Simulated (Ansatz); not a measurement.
Born–Oppenheimer molecular dynamics of C$_{2}$H$_{5}$ClO$_{2}$Si (11 atoms, charge 0, multiplicity 1). It starts from a relaxed structure.

All numbers below come from Ansatz, RKS PBE/STO-3G.

* ensemble: NVE (velocity Verlet)
* time step: 0.5 fs
* steps asked: 100
* starting velocities drawn for: 1000 K
* seed: 626254

Frames 1 fs apart, positions in Å, forces in eV/Å.

Velocities at 0 fs (Å/ps):

```
Cl 1.60 1.87 -1.80
C 10.32 -3.95 -2.60
C -4.60 8.19 2.56
O -4.00 -1.67 1.90
Si -2.21 -1.12 -2.91
O 0.52 -6.13 3.39
H 28.61 48.36 37.60
H 9.43 -19.74 20.19
H -5.33 -29.07 -38.07
H 10.47 59.35 55.97
H -50.66 -20.18 -14.66
```

```xyz
11
Properties=species:S:1:pos:R:3:forces:R:3 time_fs=0 energy_less_start_eV=0.000 T=1000
Cl -1.718 -0.236 1.821 0.00 0.00 0.00
C -1.110 -0.135 -0.020 0.00 0.00 0.01
C 0.121 -1.167 -0.168 0.00 0.00 0.00
O 1.340 -0.455 -0.601 -0.01 0.01 0.00
Si 1.026 1.188 -0.134 0.01 0.01 0.01
O -0.728 1.181 -0.381 0.01 -0.01 -0.01
H -2.021 -0.442 -0.591 -0.01 0.00 0.00
H 0.267 -1.688 0.813 0.00 0.00 0.00
H -0.129 -1.936 -0.940 0.00 0.00 0.00
H 1.676 2.125 -1.043 0.00 0.00 0.00
H 1.339 1.507 1.264 0.00 0.00 -0.01
11
Properties=species:S:1:pos:R:3:forces:R:3 time_fs=1 energy_less_start_eV=0.131 T=890
Cl -1.717 -0.234 1.819 0.01 -0.03 0.09
C -1.099 -0.138 -0.022 1.00 0.68 1.07
C 0.117 -1.159 -0.166 0.05 -1.89 -0.46
O 1.336 -0.456 -0.599 0.14 0.09 -0.07
Si 1.024 1.187 -0.137 0.01 0.26 -0.37
O -0.727 1.175 -0.378 0.16 0.28 -0.17
H -1.995 -0.394 -0.554 -1.51 -0.73 -0.98
H 0.277 -1.708 0.832 -0.19 0.47 -0.81
H -0.134 -1.964 -0.977 0.28 1.09 1.14
H 1.687 2.184 -0.987 -0.11 -0.28 0.00
H 1.289 1.487 1.250 0.17 0.06 0.56
11
Properties=species:S:1:pos:R:3:forces:R:3 time_fs=2 energy_less_start_eV=0.376 T=683
Cl -1.715 -0.233 1.818 0.03 -0.06 0.19
C -1.088 -0.142 -0.024 1.46 1.09 1.75
C 0.112 -1.152 -0.164 0.22 -3.10 -0.72
O 1.332 -0.458 -0.597 0.29 0.15 -0.15
Si 1.022 1.186 -0.140 0.08 0.57 -0.62
O -0.726 1.169 -0.374 0.31 0.59 -0.33
H -1.982 -0.354 -0.527 -2.53 -1.20 -1.60
H 0.284 -1.722 0.843 -0.33 0.78 -1.29
H -0.136 -1.981 -1.002 0.40 1.68 1.77
H 1.696 2.240 -0.931 -0.24 -0.58 0.01
H 1.240 1.467 1.241 0.30 0.09 1.00
11
Properties=species:S:1:pos:R:3:forces:R:3 time_fs=3 energy_less_start_eV=0.501 T=576
Cl -1.713 -0.231 1.816 0.06 -0.08 0.29
C -1.076 -0.144 -0.024 0.50 1.11 1.63
C 0.108 -1.148 -0.162 0.47 -3.65 -0.88
O 1.329 -0.460 -0.595 0.48 0.21 -0.24
Si 1.020 1.185 -0.143 0.21 0.90 -0.57
O -0.726 1.164 -0.371 0.44 0.87 -0.49
H -1.993 -0.325 -0.515 -2.16 -1.27 -1.44
H 0.288 -1.730 0.843 -0.40 0.88 -1.38
H -0.135 -1.983 -1.012 0.38 1.81 1.94
H 1.703 2.291 -0.875 -0.33 -0.84 -0.03
H 1.194 1.449 1.242 0.36 0.07 1.17
11
Properties=species:S:1:pos:R:3:forces:R:3 time_fs=4 energy_less_start_eV=0.488 T=584
Cl -1.712 -0.229 1.814 0.09 -0.10 0.39
C -1.063 -0.146 -0.023 -1.54 0.91 0.95
C 0.104 -1.147 -0.161 0.71 -3.51 -0.96
O 1.325 -0.461 -0.594 0.70 0.26 -0.34
Si 1.018 1.185 -0.146 0.34 1.19 -0.14
O -0.724 1.159 -0.368 0.52 1.10 -0.64
H -2.024 -0.307 -0.516 -0.69 -1.11 -0.73
H 0.289 -1.729 0.829 -0.39 0.76 -1.09
H -0.130 -1.967 -1.003 0.25 1.54 1.67
H 1.707 2.334 -0.819 -0.38 -1.02 -0.11
H 1.151 1.431 1.254 0.38 -0.01 0.99
11
Properties=species:S:1:pos:R:3:forces:R:3 time_fs=5 energy_less_start_eV=0.485 T=586
Cl -1.710 -0.227 1.813 0.12 -0.12 0.47
C -1.052 -0.147 -0.022 -3.56 0.69 0.28
C 0.101 -1.149 -0.161 0.95 -2.62 -0.89
O 1.322 -0.462 -0.592 0.94 0.32 -0.46
Si 1.016 1.184 -0.150 0.43 1.36 0.61
O -0.723 1.154 -0.366 0.54 1.28 -0.79
H -2.061 -0.300 -0.524 0.85 -0.92 -0.03
H 0.286 -1.721 0.806 -0.29 0.42 -0.42
H -0.122 -1.938 -0.978 0.01 0.81 0.92
H 1.707 2.367 -0.764 -0.37 -1.10 -0.24
H 1.112 1.413 1.274 0.39 -0.11 0.55
11
Properties=species:S:1:pos:R:3:forces:R:3 time_fs=6 energy_less_start_eV=0.596 T=490
Cl -1.708 -0.225 1.811 0.15 -0.13 0.51
C -1.043 -0.147 -0.020 -4.89 0.51 -0.14
C 0.098 -1.152 -0.162 1.17 -0.96 -0.54
O 1.320 -0.463 -0.591 1.16 0.35 -0.57
Si 1.014 1.185 -0.153 0.44 1.36 1.49
O -0.721 1.151 -0.364 0.48 1.39 -0.92
H -2.091 -0.303 -0.532 1.87 -0.76 0.42
H 0.280 -1.709 0.778 -0.11 -0.10 0.52
H -0.115 -1.900 -0.945 -0.36 -0.42 -0.37
H 1.704 2.390 -0.712 -0.30 -1.05 -0.40
H 1.077 1.393 1.301 0.41 -0.19 -0.01
11
Properties=species:S:1:pos:R:3:forces:R:3 time_fs=7 energy_less_start_eV=0.804 T=314
Cl -1.707 -0.224 1.810 0.16 -0.13 0.54
C -1.039 -0.147 -0.018 -5.44 0.34 -0.32
C 0.096 -1.157 -0.163 1.38 1.03 0.08
O 1.318 -0.464 -0.591 1.32 0.35 -0.67
Si 1.012 1.186 -0.156 0.35 1.18 2.35
O -0.719 1.148 -0.363 0.36 1.47 -1.04
H -2.103 -0.312 -0.537 2.29 -0.63 0.60
H 0.273 -1.698 0.755 0.08 -0.63 1.46
H -0.111 -1.867 -0.915 -0.78 -1.85 -1.90
H 1.697 2.402 -0.663 -0.17 -0.88 -0.59
H 1.046 1.372 1.327 0.45 -0.24 -0.52
11
Properties=species:S:1:pos:R:3:forces:R:3 time_fs=8 energy_less_start_eV=0.926 T=212
Cl -1.705 -0.222 1.809 0.14 -0.13 0.57
C -1.038 -0.147 -0.016 -5.25 0.19 -0.30
C 0.095 -1.161 -0.164 1.47 2.17 0.49
O 1.317 -0.465 -0.590 1.39 0.32 -0.73
Si 1.011 1.187 -0.158 0.20 0.83 3.04
O -0.717 1.146 -0.362 0.19 1.51 -1.14
H -2.093 -0.328 -0.536 2.16 -0.53 0.56
H 0.267 -1.693 0.747 0.19 -0.90 1.90
H -0.115 -1.851 -0.903 -0.99 -2.62 -2.72
H 1.690 2.407 -0.620 0.00 -0.61 -0.78
H 1.019 1.349 1.348 0.50 -0.25 -0.90
11
Properties=species:S:1:pos:R:3:forces:R:3 time_fs=9 energy_less_start_eV=0.816 T=303
Cl -1.703 -0.220 1.808 0.10 -0.12 0.59
C -1.042 -0.146 -0.015 -4.33 0.12 -0.07
C 0.096 -1.163 -0.164 1.28 1.62 0.22
O 1.317 -0.465 -0.590 1.36 0.27 -0.75
Si 1.009 1.188 -0.159 0.01 0.38 3.52
O -0.715 1.145 -0.362 -0.04 1.53 -1.23
H -2.063 -0.348 -0.530 1.47 -0.49 0.28
H 0.262 -1.697 0.755 0.17 -0.76 1.56
H -0.128 -1.859 -0.917 -0.77 -2.04 -2.08
H 1.682 2.405 -0.585 0.19 -0.28 -0.94
H 0.997 1.323 1.361 0.56 -0.22 -1.09
11
Properties=species:S:1:pos:R:3:forces:R:3 time_fs=10 energy_less_start_eV=0.652 T=441
Cl -1.701 -0.219 1.807 0.04 -0.11 0.59
C -1.049 -0.145 -0.013 -2.70 0.18 0.40
C 0.098 -1.163 -0.165 0.91 0.01 -0.34
O 1.317 -0.465 -0.591 1.25 0.19 -0.74
Si 1.008 1.190 -0.159 -0.17 -0.11 3.73
O -0.713 1.145 -0.363 -0.32 1.49 -1.30
H -2.020 -0.374 -0.521 0.22 -0.54 -0.26
H 0.259 -1.707 0.779 0.06 -0.31 0.63
H -0.147 -1.887 -0.950 -0.26 -0.68 -0.56
H 1.676 2.401 -0.558 0.35 0.04 -1.06
H 0.980 1.296 1.363 0.61 -0.15 -1.08
11
Properties=species:S:1:pos:R:3:forces:R:3 time_fs=11 energy_less_start_eV=0.649 T=445
Cl -1.699 -0.217 1.806 -0.03 -0.10 0.58
C -1.059 -0.145 -0.012 -0.69 0.38 1.03
C 0.100 -1.164 -0.165 0.55 -1.48 -0.66
O 1.319 -0.466 -0.592 1.09 0.09 -0.71
Si 1.006 1.192 -0.157 -0.27 -0.53 3.65
O -0.710 1.146 -0.364 -0.65 1.39 -1.34
H -1.974 -0.404 -0.515 -1.33 -0.71 -0.98
H 0.257 -1.721 0.808 -0.05 0.18 -0.40
H -0.170 -1.921 -0.988 0.26 0.57 0.83
H 1.673 2.398 -0.542 0.46 0.25 -1.12
H 0.969 1.267 1.355 0.65 -0.06 -0.88
```

Of the whole run (50 fs, mean temperature of the second half 485 K): The conserved energy stayed within 0.78 meV per atom of its start (net change 0.6 meV per atom), so the integration is sound. A run of 0.05 ps of so small a system gives no equilibrium averages. Limits of this set-up: minimal basis.

Time of the run: 4.2 min on 1 thread of Arm Neoverse V2 (shared host), peak memory 0.099 GiB.
